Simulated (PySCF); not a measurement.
# Cost of excited-state runs on SMILES O=C[C@@H]1CCNC(=O)C1, C$_{6}$H$_{9}$NO$_{2}$

Geometry:
```json
{"atom": "O1", "x (Å)": "1.948", "y (Å)": "-0.602", "z (Å)": "-1.616"}
{"atom": "C2", "x (Å)": "1.770", "y (Å)": "0.215", "z (Å)": "-0.759"}
{"atom": "C3", "x (Å)": "1.006", "y (Å)": "-0.005", "z (Å)": "0.524"}
{"atom": "C4", "x (Å)": "0.154", "y (Å)": "-1.273", "z (Å)": "0.482"}
{"atom": "C5", "x (Å)": "-0.909", "y (Å)": "-1.142", "z (Å)": "-0.602"}
{"atom": "N6", "x (Å)": "-1.591", "y (Å)": "0.132", "z (Å)": "-0.518"}
{"atom": "C7", "x (Å)": "-1.146", "y (Å)": "1.278", "z (Å)": "0.034"}
{"atom": "O8", "x (Å)": "-1.764", "y (Å)": "2.317", "z (Å)": "-0.083"}
{"atom": "C9", "x (Å)": "0.124", "y (Å)": "1.194", "z (Å)": "0.867"}
{"atom": "H10", "x (Å)": "2.199", "y (Å)": "1.234", "z (Å)": "-0.839"}
{"atom": "H11", "x (Å)": "1.779", "y (Å)": "-0.102", "z (Å)": "1.299"}
{"atom": "H12", "x (Å)": "-0.319", "y (Å)": "-1.419", "z (Å)": "1.455"}
{"atom": "H13", "x (Å)": "0.777", "y (Å)": "-2.140", "z (Å)": "0.262"}
{"atom": "H14", "x (Å)": "-1.651", "y (Å)": "-1.940", "z (Å)": "-0.498"}
{"atom": "H15", "x (Å)": "-0.438", "y (Å)": "-1.245", "z (Å)": "-1.588"}
{"atom": "H16", "x (Å)": "-2.420", "y (Å)": "0.234", "z (Å)": "-1.087"}
{"atom": "H17", "x (Å)": "-0.191", "y (Å)": "1.136", "z (Å)": "1.912"}
{"atom": "H18", "x (Å)": "0.661", "y (Å)": "2.136", "z (Å)": "0.744"}
```

PySCF with density fitting, on 1 thread of an Arm Neoverse N1, shared host. Command: `OMP_NUM_THREADS=1 python excited_run.py task.json out`

How long does this run take, and how much memory?
- magnetisability and related constants, PBE0/pcSseg-1; usual settings


```csv
run,level,basis functions,wall time,peak memory (GiB)
magnetisability and related constants,PBE0/pcSseg-1,198,68 s,0.88
```
Times from a shared host are rough.
